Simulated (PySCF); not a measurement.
C4H5NSi, SMILES N#CC1=CC[SiH2]1. Geometry: ωB97X-D3(BJ)/def2-SVP. This is a generated structure with no PubChem entry under its InChIKey; it may be hypothetical.

Computed with PySCF 2.14.0 with ωB97X-D3(BJ)/def2-SVP.

Harmonic wavenumbers (cm⁻¹): 160, 162, 219, 476, 481, 527, 558, 638, 687, 721, 800, 809, 909, 961, 977, 1115, 1153, 1204, 1266, 1426, 1682, 2272, 2276, 2417, 3099, 3157, 3174. Rotational constants (GHz): 7.033, 1.917, 1.549; symmetry number 1.

Problem. Work out the zero-point energy and the ideal-gas rigid-rotor harmonic-oscillator thermochemistry at 298.15 K and 1 atm.

Solution. ZPE = ½ Σ hcν = ½ × 33328 cm⁻¹ = 199.34 kJ/mol. H − E(el) = 218.14 kJ/mol. Entropy in J/(mol K): translation 165.56, rotation 113.53, vibration 48.25, total 327.34. G − E(el) = 120.55 kJ/mol. Cp = 103.19 J/(mol K).
